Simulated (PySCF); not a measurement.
C₇H₁₁ClO.
Geometry (GFN2-xTB, Å), atoms numbered from 1 in this order:
```
atom  x, y, z in Å
C1    -2.2076    0.6474   -0.3103
C2    -0.7624    0.9428    0.0871
C3     0.0680   -0.3200    0.1880
C4    -0.3115   -1.2334    1.3307
C5     0.6013   -0.9319   -1.0544
C6     1.5775   -0.2552   -0.1068
C7     2.1976    0.9877   -0.5319
O8     1.8286    1.7818   -1.3366
Cl9    3.7263    1.2841    0.3382
H10   -2.2364    0.0649   -1.2280
H11   -2.7414    1.5795   -0.4766
H12   -2.7264    0.0943    0.4683
H13   -0.7488    1.4611    1.0490
H14   -0.3258    1.6074   -0.6583
H15   -1.3259   -1.6006    1.1907
H16   -0.2674   -0.6981    2.2771
H17    0.3537   -2.0912    1.3851
H18    0.6671   -2.0061   -1.1362
H19    0.4234   -0.4213   -1.9890
H20    2.2048   -0.8825    0.5108
```

Computed at PBE0/pcSseg-1 (PySCF, non-relativistic), with Q(17O) = −0.0256 b, Q(35Cl) = −0.0817 b: O8, 17O (I = 5/2): χzz = 9.101 MHz, η = 0.325; Cl9, 35Cl (I = 3/2): χzz = -61.61 MHz, η = 0.300.

(1) Where would the pure quadrupole (NQR) lines of 17O at O8 fall for the rigid, isolated species?

(2) Find the zero-field quadrupole resonance frequencies of 35Cl at Cl9.

## Answers

(1) From the eigenvalues of H = χ/[4I(2I − 1)] × [3Iz² − I(I + 1) + η(Ix² − Iy²)], steps between neighbouring levels, labelled as for η = 0: ±1/2↔±3/2 1.514 MHz, ±3/2↔±5/2 2.676 MHz (carbonyl oxygen).

(2) From ν = (|χ|/2)√(1 + η²/3): ν = 31.26 MHz (chlorine bonded to C). For 37Cl the ratio of quadrupole moments, 0.7881, gives 24.64 MHz.

In a crystal, neighbours and librations shift these lines. GFN2-xTB bond lengths can be off by several hundredths of an ångström, more for odd bonds, and the gradients follow them. The basis is small and wasn't made for field gradients, so the couplings can be 20 % off.

The run behind these numbers computed NMR shieldings as well. Time: 2.1 min (with the writing of density and orbital grids); peak memory 1.1 GiB. Hardware: an AMD EPYC with one thread, shared host.

One conformer stands for the species.
